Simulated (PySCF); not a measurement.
B3LYP has the VWN-RPA correlation part, as in Gaussian. Excitations are Tamm–Dancoff values on a coarser integration grid. The basis has no diffuse functions, so Rydberg states are missing or too high.

Cartesian coordinates (Å):
```xyz
29

C     -1.0754     2.5704     0.1545
C      0.3032     1.9078     0.1034
Sn     0.2298    -0.2256    -0.3826
C      2.2607    -1.0410    -0.3056
C      3.1088    -0.4745     0.8359
C     -0.6576    -0.5291    -2.3614
C     -2.1850    -0.4293    -2.3732
C     -1.0376    -1.1899     1.1196
C     -0.5543    -0.9741     2.5556
H     -1.0136     3.6366     0.4353
H     -1.5874     2.5235    -0.8207
H     -1.7368     2.0810     0.8889
H      0.8183     2.0005     1.0738
H      0.9511     2.4001    -0.6406
H      2.1716    -2.1371    -0.2246
H      2.7322    -0.8381    -1.2815
H      3.2171     0.6199     0.7595
H      4.1273    -0.9012     0.8443
H      2.6629    -0.6842     1.8221
H     -0.2082     0.2145    -3.0402
H     -0.3271    -1.5181    -2.7199
H     -2.6479    -1.1767    -1.7081
H     -2.6013    -0.5920    -3.3830
H     -2.5346     0.5602    -2.0356
H     -1.0886    -2.2643     0.8769
H     -2.0573    -0.7924     0.9859
H      0.4483    -1.4031     2.7178
H     -0.4904     0.0975     2.8083
H     -1.2284    -1.4410     3.2953
```
Charge 0, spin multiplicity 1.

Task: Give the dipole moment, T1 excitation (TDA) and brightest of the four lowest singlets (TDA) at the level PySCF 2.14.0 with B3LYP-D3(BJ)/def2-TZVP // B3LYP-D3(BJ)/def2-SVP.

Result: 
```
Quantity                                       Value
-------------------------------------------  -------
dipole moment                                 0.23 D
T1 excitation (TDA)                          5.77 eV
brightest of the four lowest singlets (TDA)  6.28 eV
```
